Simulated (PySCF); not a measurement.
Here is a job for PySCF.
```python
from pyscf import gto, scf, dft
from pyscf.prop import polarizability

mol = gto.Mole()
mol.atom = '''
    B    -1.612267   -0.208878   -0.016713
    As    0.344623    0.056833   -0.050962
    H     0.693711   -1.179000    0.721127
    H     0.419580    0.899774    1.185605
    H    -2.340255    0.694631    0.146142
    H    -2.084275   -1.246497   -0.287580
'''
mol.basis = '6-31g'
mol.charge = 0
mol.spin = 0
mol.verbose = 4
mol.build()

mf = dft.RKS(mol)
mf.xc = 'pbe0'
mf.kernel()
alpha = mf.Polarizability().polarizability()[2, 2]
print('alpha_zz =', alpha)
```

Q: Give the HOMO energy at the level PySCF with PBE0/6-31G, polarisability.

A: -7.48 eV

Q: Give the dipole moment at the level PBE0/6-31G, polarisability.

A: 0.82 D

Q: What is the computed total energy (PBE0/6-31G, polarisability)?

A: -2262.3978 Eh

Q: Estimate the polarisability along z that PBE0/6-31G, polarisability returns for this input.

A: 28.5 bohr³

Q: Give the nuclear repulsion energy at the level PBE0/6-31G, polarisability.

A: 87.8454 Eh
